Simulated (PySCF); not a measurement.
**C₆ coefficients of unlike pairs at PBE**

Calculated with PySCF 2.14 from the dipole response of each species, C₆(A,B) = (3/π) ∫ α_A(iu) α_B(iu) du, in atomic units, from isotropic polarisabilities. For ions this is the dispersion term alone; charge-induced terms of lower order in 1/R come first.

```tsv
species	configuration	basis	relativity	α (bohr³)	C₆ (like pair)
Nb	[Kr] 4d4 5s1 (6D)	aug-cc-pwCVDZ-PP with ECP28MDF (6s6p5d3f)	core potential	88.98	961.9
Kr³⁺	[Ar] 3d10 4s2 4p3 (4S)	aug-cc-pwCVDZ-PP with ECP10MDF (6s5p4d1f)	core potential	5.462	21.32
B	[He] 2s2 2p1 (2P)	aug-cc-pVTZ (5s4p3d2f)	none	23.55	116.1
C⁺	[He] 2s2 2p1 (2P)	aug-cc-pCVTZ-DK (7s6p4d2f)	spin-free X2C	6.090	14.65
```

(1) Estimate C₆ for B with Kr³⁺.

No spin-orbit coupling is included.

The other pairs:

```json
{"pair": "C⁺, B", "C₆": "39.46"}
{"pair": "C⁺, Nb", "C₆": "107.3"}
{"pair": "B, Nb", "C₆": "327.2"}
{"pair": "Kr³⁺, Nb", "C₆": "114.3"}
{"pair": "C⁺, Kr³⁺", "C₆": "17.08"}
```

Results:

(1) The integral gives 42.67. The combination rule 2 C_A C_B / (C_A α_B/α_A + C_B α_A/α_B) gives 41.67 and the geometric mean 49.76.
